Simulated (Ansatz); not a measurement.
Calculated with Ansatz (gas phase, PBE0-D4/def2-TZVP geometries, no zero-point term in ΔE). CBS: MP2 limit from def2 TZ/QZ plus the TZ coupled-cluster correction, frozen cores. Functionals use def2-TZVPP. B3LYP here is the variant with VWN-RPA as its local correlation; programs differ in this. For Ge outer-core shells are correlated without core-valence functions, which leaves a few kJ/mol of doubt a bond. Scalar relativity is left out up to krypton. Each species was taken in one conformer, which may not be the lowest.

Reaction (formal exchange of groups at the Si–Si bond): `O[SiH2][SiH](F)Cl` + `[Cl][GeH3]` → `F[SiH](Cl)[GeH2][Cl]` + `O[SiH3]`

```json
{"level": "PBE-D4", "ΔE (kcal/mol)": "-2.5", "difference from CCSD(T)/CBS": "1.4"}
{"level": "r2SCAN-D4", "ΔE (kcal/mol)": "-3.1", "difference from CCSD(T)/CBS": "0.8"}
{"level": "PBE0-D4", "ΔE (kcal/mol)": "-2.8", "difference from CCSD(T)/CBS": "1.1"}
{"level": "B3LYP-D4", "ΔE (kcal/mol)": "-3.6", "difference from CCSD(T)/CBS": "0.3"}
{"level": "ωB97X-V", "ΔE (kcal/mol)": "-2.9", "difference from CCSD(T)/CBS": "1.0"}
{"level": "ωB97M-V", "ΔE (kcal/mol)": "-3.9", "difference from CCSD(T)/CBS": "0.0"}
{"level": "B2PLYP", "ΔE (kcal/mol)": "-3.8", "difference from CCSD(T)/CBS": "0.1"}
{"level": "PBE", "ΔE (kcal/mol)": "-2.3", "difference from CCSD(T)/CBS": "1.6"}
{"level": "r2SCAN", "ΔE (kcal/mol)": "-3.1", "difference from CCSD(T)/CBS": "0.8"}
{"level": "PBE0", "ΔE (kcal/mol)": "-2.6", "difference from CCSD(T)/CBS": "1.3"}
{"level": "B3LYP", "ΔE (kcal/mol)": "-3.3", "difference from CCSD(T)/CBS": "0.6"}
{"level": "HF/def2-TZVPP", "ΔE (kcal/mol)": "-3.5", "difference from CCSD(T)/CBS": "0.4"}
{"level": "MP2/def2-TZVPP", "ΔE (kcal/mol)": "-4.7", "difference from CCSD(T)/CBS": "-0.8"}
{"level": "SCS-MP2/def2-TZVPP", "ΔE (kcal/mol)": "-4.5", "difference from CCSD(T)/CBS": "-0.6"}
{"level": "CCSD/def2-TZVPP", "ΔE (kcal/mol)": "-3.9", "difference from CCSD(T)/CBS": "0.0"}
{"level": "CCSD(T)/def2-TZVPP", "ΔE (kcal/mol)": "-3.9", "difference from CCSD(T)/CBS": "0.0"}
{"level": "HF/def2-QZVPP", "ΔE (kcal/mol)": "-3.4", "difference from CCSD(T)/CBS": "0.5"}
{"level": "MP2/def2-QZVPP", "ΔE (kcal/mol)": "-4.7", "difference from CCSD(T)/CBS": "-0.8"}
{"level": "SCS-MP2/def2-QZVPP", "ΔE (kcal/mol)": "-4.3", "difference from CCSD(T)/CBS": "-0.4"}
{"level": "HF/CBS(def2)", "ΔE (kcal/mol)": "-3.3", "difference from CCSD(T)/CBS": "0.6"}
{"level": "MP2/CBS(def2)", "ΔE (kcal/mol)": "-4.7", "difference from CCSD(T)/CBS": "-0.8"}
{"level": "CCSD/CBS(def2)", "ΔE (kcal/mol)": "-3.9", "difference from CCSD(T)/CBS": "0.0"}
{"level": "CCSD(T)/CBS", "ΔE (kcal/mol)": "-3.9", "difference from CCSD(T)/CBS": "0"}
```

Largest T1 diagnostic among the species: 0.012.
